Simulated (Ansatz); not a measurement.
The same path of CH₆B₂O (10 atoms, charge 0, multiplicity 1) was run 3 times with different band settings. The coordinate that changes most is the dihedral H8–C2–B3–O4.

These are results of RKS PBE-D4/def2-SVP (Ansatz 0.2.0), not measurements.

Relaxed end points:

```xyz
10
Properties=species:S:1:pos:R:3
B -1.322 0.621 -0.019
C -0.376 -0.584 -0.263
B 0.953 -0.225 0.536
O 2.091 0.208 -0.071
H -1.474 1.481 -0.870
H -1.882 0.765 1.053
H -0.161 -0.792 -1.331
H -0.761 -1.487 0.261
H 1.017 -0.312 1.749
H 2.000 0.273 -1.041
```

```xyz
10
Properties=species:S:1:pos:R:3
B -1.296 0.685 -0.113
C -0.292 -0.423 -0.523
B 1.114 0.047 0.057
O 1.698 -0.523 1.146
H -1.292 1.765 -0.677
H -2.062 0.524 0.822
H -0.133 -0.402 -1.624
H -0.559 -1.441 -0.169
H 1.745 0.957 -0.449
H 1.160 -1.240 1.532
```

Common settings: movable images 7; climbing image yes; spring 5.0 eV/Å²; start path IDPP; force threshold 0.05 eV/Å; iteration limit 60; end points relaxed.

| run | optimiser | largest step |
| --- | --- | --- |
| 1 | quadratic models (default) | default |
| 2 | fire | default |
| 3 | fire | 0.02 Å |

What does each run give, and how far can it be trusted?

Run 1: converged after 7 iterations, highest image 0.122 eV above the first end. A vibrational analysis at the climbing image gives one clearly imaginary mode, 126i cm⁻¹: a first-order saddle point.
Run 2: converged after 27 iterations, highest image 0.122 eV above the first end. Another band between the same ends (7 images) ends at a top of the same energy, where a vibrational analysis finds 1 clearly imaginary mode.
Run 3: converged after 16 iterations, highest image 0.123 eV above the first end. Another band between the same ends (7 images) ends at a top of the same energy, where a vibrational analysis finds 1 clearly imaginary mode.
